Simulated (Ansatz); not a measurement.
Reaction (ligand exchange at a Ga–Cl bond): `[Cl][GaH][Br]` + `O[SiH3]` → `[SiH3][O][GaH][Br]` + HCl

Calculated with Ansatz (gas phase, PBE0-D4/def2-TZVP geometries, no zero-point term in ΔE). CCSD(T)/CBS is the MP2 limit (def2-TZVPP, def2-QZVPP) plus CCSD(T) − MP2 in def2-TZVPP, frozen cores. This one scheme is used for every species. DFT in def2-TZVPP. B3LYP here is the variant with VWN-RPA as its local correlation; programs differ in this. For Br, Ga outer-core shells are correlated without core-valence functions, which leaves a few kJ/mol of doubt a bond. Scalar relativity is left out up to krypton. Each species was taken in one conformer, which may not be the lowest.

Q: Is it downhill or uphill in electronic energy at CCSD(T)/CBS, and by how much? (Estimate.)

A: Computed: Uphill: ΔE = +0.38 eV.

Q: What do these levels give: r2SCAN-D4, B3LYP-D4, CAM-B3LYP, CCSD(T)/def2-SVP, HF/def2-TZVPP, MP2/def2-TZVPP? (An estimate is asked.)

A: Ansatz gave: r2SCAN-D4 0.43, B3LYP-D4 0.40, CAM-B3LYP 0.42, CCSD(T)/def2-SVP 0.31, HF/def2-TZVPP 0.49, MP2/def2-TZVPP 0.35 eV.

Largest T1 diagnostic among the species: 0.012.

Leaving LDA and LC-ωPBE aside and taking each functional with its dispersion term where it has one, the values, not all of them listed here, spread over 0.10 eV, from BLYP-D4 to HSE06-D4. LDA lies −0.06 eV from PBE without D4. In def2-TZVPP, CCSD(T) changes the Hartree–Fock value by −0.15 eV (the triples alone add −0.01 eV) and MP2 by −0.13 eV. At CCSD(T), def2-SVP lies −0.07 eV from the extrapolated value and def2-TZVPP −0.04 eV.
